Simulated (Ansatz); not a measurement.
C7H12 can be A, `CC1=C(C)CCC1`, or B, `CC=C1CCCC1`.

Computed with Ansatz on PBE0-D4/def2-TZVP structures; ΔE is electronic, products minus reactants. CCSD(T)/CBS adds triple-zeta CCSD(T) − MP2 to the extrapolated MP2 energy (def2 sets, frozen cores). Functionals use def2-TZVPP. B3LYP here is the variant with VWN-RPA as its local correlation; programs differ in this.

Problem. Which isomer does CCSD(T)/CBS put lower? Give the gap. (Best estimate.)

Solution. Computed: A, by 4.7 kcal/mol.

Problem. Give E(B) − E(A) in kcal/mol with B3LYP, PBE-D4, MP2/def2-TZVPP, CCSD/def2-TZVPP, B3LYP-D4, BLYP-D4, B2PLYP. (Best estimate.)

Solution. Computed: B3LYP 4.8, PBE-D4 5.3, MP2/def2-TZVPP 5.3, CCSD/def2-TZVPP 4.5, B3LYP-D4 5.1, BLYP-D4 5.1, B2PLYP 4.9. None reverses the order clearly.

Largest T1 diagnostic: 0.010.

Leaving LDA and LC-ωPBE aside and taking each functional with its dispersion term where it has one, the values, not all of them listed here, spread over 0.8 kcal/mol, from ωB97M-V to B97M-V.
